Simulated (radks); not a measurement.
Task: W2.3+, 71.7 electrons, occupied as [Ne] 3s1.7 3p6 3d10 4s2 4p6 4d10 4f14 5s2 5p6 5d4 (fractional occupations, a model configuration). Method: Dirac Kohn-Sham, PBE, spin-unpolarised, spherical densities, point nucleus; open shells are shared between the two j in proportion to 2j + 1; computed with a radial shooting solver on a logarithmic mesh with Libxc functionals. Some entries of the table are withheld. Estimate them.

orbital  occ.  eigenvalue (eV)  r(max) (bohr)  <r> (bohr)
1s1/2       2        -69446.34        0.01145     0.01834
2s1/2       2        -12009.93        0.06585     0.07692
2p1/2       2              (1)        0.04895     0.06364
2p3/2       4              (2)        0.05579     0.07160
3s1/2     1.7        -2789.526         0.1854      0.2003
3p1/2       2        -2556.761         0.1736      0.1903
3p3/2       4        -2263.363         0.1876      0.2050
3d3/2       4        -1872.392         0.1469      0.1794
3d5/2       6        -1808.535         0.1508      0.1839
4s1/2       2        -593.3906         0.4203      0.4484
4p1/2       2        -496.6424         0.4199      0.4534
4p3/2       4        -428.3969         0.4493      0.4864
4d3/2       4        -269.5540            (3)      0.5025
4d5/2       6        -256.9314            (4)      0.5138
5s1/2       2        -100.0373         0.9595         (5)
5p1/2       2         -71.1926          1.028       1.167
5p3/2       4         -61.1515          1.111       1.266
4f5/2       6         -57.7828         0.4222      0.5927
4f7/2       8         -55.4624         0.4271      0.6019
5d3/2     1.6         -24.1521          1.421       1.781
5d5/2     2.4         -23.2452          1.462       1.834

Result: 
(1) 2p1/2 eigenvalue (eV): -11486.15
(2) 2p3/2 eigenvalue (eV): -10132.63
(3) 4d3/2 r(max) (bohr): 0.4456
(4) 4d5/2 r(max) (bohr): 0.4549
(5) 5s1/2 <r> (bohr): 1.062
